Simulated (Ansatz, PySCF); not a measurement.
Process, species as SMILES: C/C=C/C + 2 C (CH4) → C=C (C2H4) + 2 CC (C2H6) [ethane]
Each molecule is optimised on its own at B3LYP-D3(BJ)/def2-TZVP (Ansatz, a first-principles code). Frequencies are from PySCF.
Geometry of the first species:
SMILES: C/C=C/C
```xyz
12

C     -1.9511     0.1325    -0.0440
C     -0.5069     0.2933     0.3131
C      0.5069    -0.2933    -0.3131
C      1.9511    -0.1325     0.0440
H     -2.0781    -0.5365    -0.8965
H     -2.4059     1.0950    -0.2963
H     -2.5235    -0.2738     0.7952
H     -0.2899     0.9466     1.1559
H      0.2899    -0.9466    -1.1559
H      2.0781     0.5365     0.8965
H      2.5235     0.2738    -0.7952
H      2.4059    -1.0950     0.2963
```

Property: bond separation energy (enthalpy at 298 K, with B3LYP-D3(BJ) rigid-rotor harmonic-oscillator terms), in kcal/mol. Cores are frozen in the correlated levels unless marked. Spin-orbit coupling is left out. Non-relativistic. Basis-set limits of correlation are two-point, X^-3; Hartree-Fock from the larger set. [CCSD(T)-MP2]/basis is that difference in the basis named.

```tsv
level	program	bond separation energy (kcal/mol)
HF/STO-3G	Ansatz	9.4
BLYP-D3(BJ)/def2-TZVPD	Ansatz + dftd3	11.0
r2SCANh/def2-TZVPD	Ansatz	11.4
RI-MP2/cc-pVTZ	Ansatz	11.2
```

Task: Predict the RI-MP2/CBS(cc-pVTZ,cc-pVQZ)+[CCSD(T)-MP2]/cc-pVTZ result (Ansatz).

Result: 10.3 kcal/mol
